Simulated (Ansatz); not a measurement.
Consider the isomerisation: `N[SiH]1C=CN1` → `C=N/C=N/[SiH3]`.

Calculated with Ansatz (gas phase, PBE0-D4/def2-TZVP geometries, no zero-point term in ΔE). CCSD(T)/CBS adds triple-zeta CCSD(T) − MP2 to the extrapolated MP2 energy (def2 sets, frozen cores). Functionals use def2-TZVPP. B3LYP here is the variant with VWN-RPA as its local correlation; programs differ in this. Each species was taken in one conformer, which may not be the lowest.

| level | ΔE (kJ/mol) |
| --- | --- |
| PBE-D4 | 137.6 |
| ωB97X-V | 140.4 |
| B3LYP | 119.7 |
| HF/def2-TZVPP | 107.7 |
| SCS-MP2/def2-TZVPP | 134.3 |
| CCSD(T)/def2-TZVPP | 134.7 |
| HF/def2-QZVPP | 109.3 |
| SCS-MP2/def2-QZVPP | 142.5 |

Question: What does CCSD(T)/CBS give? (Estimate.)

Answer: Ansatz gave: +148.0 kJ/mol. The listed levels differ from it by -10.4, -7.6, -28.3, -40.3, -13.7, -13.3, -38.7, -5.5 kJ/mol.

Largest T1 diagnostic among the species: 0.015.

In def2-TZVPP, CCSD(T) changes the Hartree–Fock value by +27.0 kJ/mol (the triples alone add −1.0 kJ/mol) and MP2 by +46.2 kJ/mol. From PBE to PBE0 (25 % exact exchange), in def2-TZVPP and without D4, ΔE moves by +15.6 kJ/mol.
